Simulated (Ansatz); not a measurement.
trans-OsCl2(PF3)4 (P₄OsCl₂F₁₂). The state is a singlet with charge 0. Geometry PBE-D4/def2-SVP; atoms count from 1.

Cartesian coordinates in Å:
```
Cl -1.087 2.051 0.801
Cl 1.086 -2.052 -0.801
F -1.965 -2.648 0.861
F -3.237 -0.649 0.343
F -2.054 -0.835 2.469
F 2.351 2.322 0.310
F 1.155 2.532 -1.807
F 2.905 0.872 -1.554
F 2.785 -0.427 1.754
F 0.941 -1.740 2.665
F 1.113 0.629 3.159
F -1.886 -1.271 -2.417
F -0.055 0.067 -3.318
F -2.053 1.148 -2.466
Os 0.000 0.000 0.000
P -1.807 -1.065 0.912
P 1.624 1.410 -0.777
P 1.201 -0.358 1.913
P -1.018 0.013 -2.048
```

In the def2 sets Os takes a core potential; there is no spin–orbit coupling. Single mean-field runs in def2-TZVP are fitted with def2-universal-jkfit. Another isomer (singlet) lies 0.56 eV lower at PBE0-D4/def2-TZVP; other spin states weren't run for this one.

Question: Estimate the Mulliken populations from the PBE0/def2-TZVP orbitals of Ansatz.

Answer: 
| atom | charge (e) | d electrons |
| --- | --- | --- |
| Cl1 | -0.38 | – |
| Cl2 | -0.38 | – |
| F3 | -0.19 | – |
| F4 | -0.20 | – |
| F5 | -0.20 | – |
| F6 | -0.20 | – |
| F7 | -0.20 | – |
| F8 | -0.19 | – |
| F9 | -0.20 | – |
| F10 | -0.20 | – |
| F11 | -0.19 | – |
| F12 | -0.20 | – |
| F13 | -0.20 | – |
| F14 | -0.19 | – |
| Os15 | 0.12 | 6.80 |
| P16 | 0.75 | – |
| P17 | 0.75 | – |
| P18 | 0.75 | – |
| P19 | 0.75 | – |
Mulliken values depend strongly on the basis.

Question: And the Mayer bond orders between heavy atoms (over 0.3)?

Answer: Cl1–Os15 0.77 (2.46 Å); Cl2–Os15 0.77 (2.46 Å); Os15–P16 0.89 (2.29 Å); Os15–P17 0.90 (2.29 Å); Os15–P18 0.89 (2.29 Å); Os15–P19 0.89 (2.29 Å); F3–P16 1.15 (1.59 Å); F4–P16 1.13 (1.59 Å); F5–P16 1.13 (1.59 Å); F6–P17 1.13 (1.59 Å); F7–P17 1.13 (1.59 Å); F8–P17 1.15 (1.59 Å); F9–P18 1.13 (1.59 Å); F10–P18 1.13 (1.59 Å); F11–P18 1.15 (1.59 Å); F12–P19 1.13 (1.59 Å); F13–P19 1.13 (1.59 Å); F14–P19 1.15 (1.59 Å).
